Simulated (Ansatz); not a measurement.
Two members of one family (Series SiHMe2X), computed with Ansatz in the gas phase. Binding counts from free atoms in the multiplicity of their measured ground term, without zero-point energy. A dash marks a value that wasn't run or was left out as unsound. The structures are stationary points that may keep the symmetry of their start. Remarks come from the PBE and PBE0 runs and from stability tests at other levels; not every state was tested. HOMO above LUMO (over both spins in singlets and doublets, within one spin in higher multiplets; at PBE or PBE0), or a gap under 0.15 eV within one spin, warns that the state may not be the lowest or that an electron is smeared out.

First: SiHMe2F (singlet, charge 0, PBE-D4/def2-SVP geometry).

Cartesian coordinates in Å:
```
Si 0.122 -0.342 0.613
H 1.115 -0.074 1.713
C 0.999 -0.736 -0.996
H 1.647 -1.631 -0.890
H 1.641 0.113 -1.312
H 0.269 -0.934 -1.807
C -1.075 1.092 0.434
H -1.614 1.288 1.382
H -1.828 0.879 -0.354
H -0.536 2.020 0.150
F -0.740 -1.673 1.067
```

| level | HOMO (eV) | LUMO (eV) | gap (eV) | vertical IE (eV) | binding per atom (eV) |
| --- | --- | --- | --- | --- | --- |
| PBE-D4/def2-SVP | -7.37 | 0.58 | 7.94 | – | 3.94 |
| PBE-D4/def2-TZVP | -7.49 | 0.07 | 7.56 | – | 3.94 |
| r2SCAN-D4/def2-TZVP | -7.81 | 0.55 | 8.35 | 10.81 | 3.91 |
| PBE0-D4/def2-TZVP | -8.88 | 0.98 | 9.86 | 11.01 | 3.89 |
| ωB97M-V/def2-TZVP | -11.14 | 2.48 | 13.62 | – | 3.91 |

Remarks: gap within one spin near zero at PBE or PBE0 (+1 doublet), HOMO above LUMO (+1 doublet).

Second: SiHMe2(SiH3) (singlet, charge 0, PBE-D4/def2-SVP geometry).

Cartesian coordinates in Å:
```
Si 0.460 -0.034 0.341
H 1.384 0.069 1.532
C 0.270 -1.858 -0.142
H -0.133 -2.456 0.700
H 1.250 -2.290 -0.432
H -0.422 -1.967 -1.002
C 1.182 0.975 -1.093
H 1.322 2.037 -0.804
H 0.512 0.946 -1.976
H 2.170 0.570 -1.397
Si -1.634 0.850 0.967
H -2.195 0.146 2.176
H -2.626 0.688 -0.158
H -1.540 2.321 1.286
```

Estimate how these quantities change from the first to the second (second minus first).


```csv
level,Δ HOMO (eV),Δ LUMO (eV),Δ gap (eV),Δ vertical IE (eV),Δ binding per atom (eV)
PBE-D4/def2-SVP,0.74,-0.72,-1.46,–,-0.40
PBE-D4/def2-TZVP,0.85,-0.53,-1.39,–,-0.40
r2SCAN-D4/def2-TZVP,0.92,-0.69,-1.62,-1.26,-0.38
PBE0-D4/def2-TZVP,1.13,-0.64,-1.76,-1.34,-0.37
ωB97M-V/def2-TZVP,1.34,-0.56,-1.90,–,-0.38
```
